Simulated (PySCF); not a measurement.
Si(H)(F)2(NH2) (F2H3NSi), SMILES N[SiH](F)F. Atoms are numbered in the order given.

```xyz
7

Si    -0.2150    -0.1194     0.2283
N      1.3914    -0.3068     0.7380
F     -0.5432    -0.8428    -1.1844
F     -0.5048     1.4440    -0.0652
H     -1.1421    -0.6525     1.2420
H      1.6602    -1.0295     1.3950
H      2.1843     0.0909     0.2473
```
Charge 0, spin multiplicity 1.

The structure is a stationary point at ωB97X-D3(BJ)/def2-SVP. One conformer was computed; it need not be the lowest.

Calculation: PBE0/pcSseg-1 (PySCF).

GIAO shieldings, no solvent; atoms listed in one row are averaged. δ = σ(ref) − σ: ²⁹Si against TMS (σ = 352.7 ppm); ¹⁵N against NH3 (σ = 267.4 ppm); ¹⁹F against CFCl3 (σ = 167.2 ppm); ¹H against TMS (σ = 31.56 ppm), references at their B3LYP-D3(BJ)/def2-TZVP geometries, non-relativistic.

Computed chemical shifts:
```
nucleus   atoms  count  δ (ppm)
-------  ------  -----  -------
²⁹Si        Si1      1    -40.5
¹⁵N          N2      1     34.3
¹⁹F          F3      1   -138.4
¹⁹F          F4      1   -163.4
¹H           H5      1     4.71
¹H       H6, H7      2     1.61
```
